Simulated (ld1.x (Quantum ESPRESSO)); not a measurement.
What one change does to a pseudopotential (magnesium, TM semilocal)

```
Element                 : magnesium
Generator               : ld1.x (Quantum ESPRESSO) 7.5
Type                    : norm-conserving Troullier–Martins (semilocal form)
Functional              : LDA (PZ)
Relativity              : scalar-relativistic
Frozen core             : [He]
Valence charge          : 10
Reference configuration : 2s2 2p6 3s2 3p0
Partial waves           : 2p (bound): rc 1.05 bohr; 3d channel at -0.1 Ry: rc 0.85 bohr; 2s (bound): rc 0.70 bohr
Local potential         : the s channel
Core correction         : none
```

Occupied shells without a wave of their own: 3s. They enter only through the test configuration that unscreens the potential.

All-electron outer shells of the reference configuration (LDA (PZ), scalar-relativistic, ld1.x):

```csv
shell,level (eV),outermost node (bohr),outermost maximum (bohr)
1s,-1253.43,–,0.09
2s,-79.28,0.18,0.55
2p,-46.72,–,0.48
3s,-4.79,0.90,2.53
3p,-1.38,0.96,3.50
```

Change: core correction a·sin(br)/r model core inside 0.56 bohr (3s counted twice).

Cutoffs: the cutoffs (Ry, on a coarse ladder) from which the occupation-weighted sum of valence levels, in a spherical-Bessel basis at the reference potential, stays within 10 and 1 mRy of its value at 400 Ry; they do not see the model core or the augmentation charge, which bear on the density cutoff. Errors are all-electron minus pseudo energies relative to the spin-unpolarised reference configuration.

Predict the effect on cutoff, ghosts and configuration errors.

Of the 9 tests that both files solve, the error grows in 8 and shrinks in 1 by more than 15 % and 0.3 meV (median size 75.8 → 205.1 meV); neither file shows a bound ghost at the reference potential, the only one tested. A semilocal file is local in each channel, so a ghost entry of none says nothing of the separable form that plane-wave codes build from it. In the changed file ld1.x takes every shell without a wave as core, so the model core holds the 3s electrons as well and exchange and correlation see them twice. This cancels in the reference configuration, but the file is broken for other ones, and its errors say nothing about a proper core correction. A model core, the more so a compact one, raises the density cutoff, which this test does not measure.

| quantity | base | changed |
| --- | --- | --- |
| cutoff, loose | 260 Ry | 260 Ry |
| cutoff, tight | over 300 Ry | over 300 Ry |
| bound ghosts | none | none |
| error for 2s2 2p6 3s1 3p0, meV [ΔE 8.07 eV] | -32 | -205 |
| error for 2s2 2p6 3s0 3p0, meV [ΔE 23.12 eV] | -88 | -1165 |
| error for 2s2 2p6 3s1.5 3p0, meV [ΔE 3.19 eV] | -13 | -51 |
| error for 2s2 2p5 3s2 3p0, meV [ΔE 58.65 eV] | +99 | +13 |
| error for 2s1 2p6 3s2 3p0, meV [ΔE 90.91 eV] | -124 | -212 |
| error for 2s2 2p6 3s0 3p2, meV [ΔE 7.27 eV] | -180 | -284 |
| error for 2s2 2p6 3s1 3p1, meV [ΔE 3.52 eV] | -76 | -107 |
| error for 2s2 2p6 3s1 3p0 (spin-polarised), meV [ΔE 7.75 eV] | -31 | -348 |
| error for 2s2 2p6 3s1.5 3p0 (spin-polarised), meV [ΔE 3.14 eV] | -13 | -71 |
| s: phases at 1.14 bohr within 0.05 rad from the reference energy up to (Ry; the scan ends near 5) | to the end of the scan | to the end of the scan |
| p: phases at 1.14 bohr within 0.05 rad from the reference energy up to (Ry; the scan ends near 5) | 3.0 | 3.0 |
| d: phases at 1.14 bohr within 0.05 rad from the reference energy up to (Ry; the scan ends near 5) | to the end of the scan | to the end of the scan |

Changed file: These tests converged, but a pseudo level misses the all-electron one widely, so the file describes the atom poorly there or has found another state: 2s2 2p6 3s0 3p0: empty 3p by 2.3 eV.
